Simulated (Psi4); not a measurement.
C₆H₄Cl (SMILES Clc1c[c]ccc1), doublet, geometry from GFN2-xTB; SVWN/STO-3G (Psi4).

Input for Psi4:
```
memory 2 GB

molecule {
0 2
Cl    1.91749134    1.08808305    0.02686871
C     0.42941189    0.20599845    0.00559132
C     0.45995918   -1.18932753   -0.00994698
C    -0.74535149   -1.82144003   -0.02625037
C    -1.96476834   -1.21123403   -0.02861986
C    -1.96976300    0.18227924   -0.01290787
C    -0.77855430    0.88538438    0.00409074
H     1.39974432   -1.71796238   -0.00878045
H    -2.88891206   -1.76694332   -0.04192315
H    -2.91050420    0.71316397   -0.01405624
H    -0.78328437    1.96436688    0.01624981
}

set {
  basis sto-3g
  reference uks
}

energy('svwn')
print_variables()
```

It wrote (shortened):

```
   => Loading Basis Set <=

    Name: STO-3G
    Role: ORBITAL
    Keyword: BASIS

         ---------------------------------------------------------
                                   SCF
               by Justin Turney, Rob Parrish, Andy Simmonett
                          and Daniel G. A. Smith
                              UKS Reference
         ---------------------------------------------------------

  ==> Geometry <==

    Molecular point group: c1
    Full point group: C1

    Geometry (in Angstrom), charge = 0, multiplicity = 2:

       Center              X                  Y                   Z               Mass
    ------------   -----------------  -----------------  -----------------  -----------------
         CL           1.854426865042     1.071369117541     0.026200583900    34.968852682000
         C            0.366347415042     0.189284517541     0.004923193900    12.000000000000
         C            0.396894705042    -1.206041462459    -0.010615106100    12.000000000000
         C           -0.808415964958    -1.838153962459    -0.026918496100    12.000000000000
         C           -2.027832814958    -1.227947962459    -0.029287986100    12.000000000000
         C           -2.032827474958     0.165565307541    -0.013575996100    12.000000000000
         C           -0.841618774958     0.868670447541     0.003422613900    12.000000000000
         H            1.336679845042    -1.734676312459    -0.009448576100     1.007825032230
         H           -2.951976534958    -1.783657252459    -0.042591276100     1.007825032230
         H           -2.973568674958     0.696450037541    -0.014724366100     1.007825032230
         H           -0.846348844958     1.947652947541     0.015581683900     1.007825032230

  Running in c1 symmetry.

  Rotational constants: A =      0.20624  B =      0.05366  C =      0.04258 [cm^-1]
  Rotational constants: A =   6182.91176  B =   1608.68503  C =   1276.54932 [MHz]
  Nuclear repulsion =  306.746554738614861

  Charge       = 0
  Multiplicity = 2
  Electrons    = 57
  Nalpha       = 29
  Nbeta        = 28

  ==> Algorithm <==

  SCF Algorithm Type is DF.
  DIIS enabled.
  MOM disabled.
  Fractional occupation disabled.
  Guess Type is SAD.
  Energy threshold   = 1.00e-06
  Density threshold  = 1.00e-06
  Integral threshold = 1.00e-12

  ==> Primary Basis <==

  Basis Set: STO-3G
    Blend: STO-3G
    Number of shells: 27
    Number of basis functions: 43
    Number of Cartesian functions: 43
    Spherical Harmonics?: true
    Max angular momentum: 1

  ==> DFT Potential <==

   => LibXC <=

    Version 7.1.2
    S. Lehtola, C. Steigemann, M. J. T. Oliveira, and M. A. L. Marques,  SoftwareX 7, 1–5 (2018) (10.1016/j.softx.2017.11.002)

   => Composite Functional: SVWN <=

    Slater exchange
    Vosko, Wilk & Nusair (VWN5_RPA)
    P. A. M. Dirac,  Math. Proc. Cambridge Philos. Soc. 26, 376 (1930) (10.1017/S0305004100016108)
    F. Bloch,  Z. Phys. 57, 545 (1929) (10.1007/BF01340281)
    S. H. Vosko, L. Wilk, and M. Nusair,  Can. J. Phys. 58, 1200 (1980) (10.1139/p80-159)

    Deriv               =              1
    GGA                 =          FALSE
    Meta                =          FALSE

    Exchange Hybrid     =          FALSE
    MP2 Hybrid          =          FALSE

   => Exchange Functionals <=

    1.0000         XC_LDA_X

   => Correlation Functionals <=

    1.0000   XC_LDA_C_VWN_RPA

   => LibXC Density Thresholds  <==

    XC_LDA_C_VWN_RPA:  1.00E-15
    XC_LDA_X:  1.00E-15

   => Molecular Quadrature <=

    Radial Scheme          =       TREUTLER
    Pruning Scheme         =           NONE
    Nuclear Scheme         =       TREUTLER

    Blocking Scheme        =         OCTREE
    BS radius alpha        =              1
    Pruning alpha          =              1
    Radial Points          =             75
    Spherical Points       =            302
    Total Points           =         228222
    Total Blocks           =           1759
    Max Points             =            256
    Max Functions          =             39
    Weights Tolerance      =       1.00E-15

   => Loading Basis Set <=

    Name: (STO-3G AUX)
    Role: JKFIT
    Keyword: DF_BASIS_SCF

  ==> Integral Setup <==

  SCF_SUBTYPE=INCORE selected. In-core MEM_DF algorithm will be used.
  Using in-core AOs.

  ==> MemDFJK: Density-Fitted J/K Matrices <==

    J tasked:                   Yes
    K tasked:                    No
    wK tasked:                   No
    Algorithm:                 Core
    Schwarz Cutoff:           1E-12
    Mask sparsity (%):       3.7858
    Fitting Condition:        1E-10

   => Auxiliary Basis Set <=

  Basis Set: (STO-3G AUX)
    Blend: DEF2-UNIVERSAL-JKFIT
    Number of shells: 212
    Number of basis functions: 650
    Number of Cartesian functions: 769
    Spherical Harmonics?: true
    Max angular momentum: 4

  Minimum eigenvalue in the overlap matrix is 1.6517708345E-01.
  Reciprocal condition number of the overlap matrix is 6.4666155854E-02.
    Using symmetric orthogonalization.

  ==> Pre-Iterations <==

  SCF Guess: Superposition of Atomic Densities via on-the-fly atomic UHF (no occupation information).

   -------------------------
    Irrep   Nso     Nmo
   -------------------------
     A         43      43
   -------------------------
    Total      43      43
   -------------------------

  ==> Iterations <==

                           Total Energy        Delta E     RMS |[F,P]|

   @DF-UKS iter SAD:  -678.76449714185730   -6.78764e+02   0.00000e+00
   @DF-UKS iter   1:  -680.75393993681439   -1.98944e+00   4.81807e-03 ADIIS/DIIS
   @DF-UKS iter   2:  -680.67603201737404    7.79079e-02   9.48183e-03 ADIIS/DIIS
   @DF-UKS iter   3:  -680.78336731299146   -1.07335e-01   1.06843e-03 ADIIS/DIIS
   @DF-UKS iter   4:  -680.78498143552554   -1.61412e-03   4.59100e-04 ADIIS/DIIS
   @DF-UKS iter   5:  -680.78523060493490   -2.49169e-04   1.84833e-04 ADIIS/DIIS
   @DF-UKS iter   6:  -680.78527888447150   -4.82795e-05   4.49587e-05 DIIS
   @DF-UKS iter   7:  -680.78528069556330   -1.81109e-06   3.66821e-05 DIIS
   @DF-UKS iter   8:  -680.78528267365220   -1.97809e-06   7.03470e-06 DIIS
   @DF-UKS iter   9:  -680.78528273321763   -5.95654e-08   6.04829e-06 DIIS
   @DF-UKS iter  10:  -680.78528278613351   -5.29159e-08   1.07877e-06 DIIS
   @DF-UKS iter  11:  -680.78528278859733   -2.46382e-09   2.24778e-07 DIIS
  Energy and wave function converged.

  ==> Post-Iterations <==

   Electrons on quadrature grid:
      Nalpha   =   29.0000166609 ; deviation = 1.666e-05
      Nbeta    =   28.0000167978 ; deviation = 1.680e-05
      Ntotal   =   57.0000334587 ; deviation = 3.346e-05

   @Spin Contamination Metric:   5.532821024E-03
   @S^2 Expected:                7.500000000E-01
   @S^2 Observed:                7.555328210E-01
   @S   Expected:                5.000000000E-01
   @S   Observed:                5.000000000E-01

    Orbital Energies [Eh]
    ---------------------

    Alpha Occupied:

[...]
    Alpha Virtual:

[...]
    Beta Occupied:

[...]
      28A     -0.184317

    Beta Virtual:

[...]
    Final Occupation by Irrep:
              A
    DOCC [    28 ]
    SOCC [     1 ]
    NA   [    29 ]
    NB   [    28 ]

  @DF-UKS Final Energy:  -680.78528278859733

   => Energetics <=

    Nuclear Repulsion Energy =            306.7465547386148614
    One-Electron Energy =               -1546.0895988713828046
    Two-Electron Energy =                 618.2330227518177708
    DFT Exchange-Correlation Energy =     -59.6752614076471204
    Empirical Dispersion Energy =           0.0000000000000000
    VV10 Nonlocal Energy =                  0.0000000000000000
    Total Energy =                       -680.7852827885973284

  UHF NO Occupations:
  HONO-2 :   27  A 1.9998141
  HONO-1 :   28  A 1.9976680
  HONO-0 :   29  A 1.0000000
  LUNO+0 :   30  A 0.0023320
  LUNO+1 :   31  A 0.0001859
  LUNO+2 :   32  A 0.0001082
  LUNO+3 :   33  A 0.0000551

Computation Completed

Properties will be evaluated at   0.000000,   0.000000,   0.000000 [a0]

Properties computed using the SCF density matrix

 Multipole Moments:

 ------------------------------------------------------------------------------------
     Multipole            Electronic (a.u.)      Nuclear  (a.u.)        Total (a.u.)
 ------------------------------------------------------------------------------------

 L = 1.  Multiply by 2.5417464519 to convert [e a0] to [Debye]
 Dipole X            :          6.1362580           -6.7929512           -0.6566931
 Dipole Y            :          1.6577662           -1.8003313           -0.1425650
 Dipole Z            :          0.0653655           -0.0719669           -0.0066015
 Magnitude           :                                                    0.6720225

 ------------------------------------------------------------------------------------

  Variable Map:
  ----------------------------------------------------------------------------
[...]
  Array Variable Map:
  ----------------------------------------------------------------------------
[...]
[...]
```
